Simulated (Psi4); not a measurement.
Interaction energy of HBr ··· H4Ge (SMILES Br and [GeH4]). Monomers: optimised at B3LYP-D3(BJ) (def2-TZVP), held rigid. Orientation: a higher rigid-body minimum at GFN2-xTB. The monomers approach along the line of their centres of mass (distance R); nothing else relaxes.

Geometry at R = 3.52 Å (first 2 atoms: monomer A):
```
7

Br     0.7124     0.0000     0.0000
H     -0.7124     0.0000     0.0000
Ge     2.8327    -1.4562    -2.3924
H      2.3545    -0.0981    -2.9269
H      3.5549    -1.2535    -1.0522
H      3.7981    -2.0929    -3.4030
H      1.6232    -2.3804    -2.1875
```

Calculation: SAPT0/jun-cc-pVDZ, frozen core (Psi4).

Components in kJ/mol:

```csv
R / Å,electrostatics,exchange,induction,dispersion,total
2.90,-59.00,151.80,-16.80,-24.18,51.82
3.16,-26.81,70.38,-7.55,-14.84,21.18
3.29,-18.15,47.66,-5.04,-11.71,12.76
3.52,-9.23,23.73,-2.46,-7.80,4.23
3.71,-5.37,13.23,-1.37,-5.65,0.84
3.95,-2.77,6.25,-0.66,-3.81,-1.00
4.23,-1.34,2.56,-0.29,-2.46,-1.53
4.56,-0.62,0.87,-0.11,-1.51,-1.36
5.05,-0.24,0.17,-0.03,-0.78,-0.87
5.75,-0.10,0.02,-0.01,-0.34,-0.43
6.71,-0.04,0.00,0.00,-0.13,-0.17
7.99,-0.02,0.00,0.00,-0.04,-0.06
```
